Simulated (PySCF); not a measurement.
Working out the ionisation energy of Ge¹²⁺

Ge¹²⁺ [Ar] 3d2 (3F) → Ge¹³⁺ [Ar] 3d1 (2D). All numbers are calculated (PySCF 2.14, the spin-free X2C one-electron Hamiltonian (Gaussian nucleus), in an uncontracted even-tempered set (19 s from 0.81 bohr⁻², ratio 2.5; 12 p from 1.1 bohr⁻², ratio 2.5; 8 d from 1.1 bohr⁻², ratio 2.5; 4 f from 3.7 bohr⁻², ratio 2.7; 4 g from 5.6 bohr⁻², ratio 2.7)). Frozen: [Ne]; the 31 highest virtual orbitals dropped. Energies in hartree (1 hartree = 27.21139 eV):

| part | Ge¹²⁺ (lower) | Ge¹³⁺ (upper) |
| --- | --- | --- |
| UHF | -2034.979091 | -2021.497339 |
| CCSD correlation | -0.400682 | -0.392894 |
| (T) | -0.004452 | -0.005046 |

Q: What does Hartree-Fock give?

A: (-2021.497339) − (-2034.979091) = 13.481752 hartree = 366.857 eV.

Q: What do CCSD and CCSD(T) give?

A: The CCSD correlation energies differ by 0.007788 hartree = 0.212 eV and the triples by -0.000594 hartree = -0.016 eV, so CCSD gives 367.069 eV and CCSD(T) 367.053 eV.

Reference: 367 ± 3 eV (theoretical estimate listed by NIST; NIST Atomic Spectra Database, ionization energies), between the lowest levels; spin-orbit coupling is absent from the calculation.

What remains against the reference includes basis incompleteness, the frozen core and higher excitations.
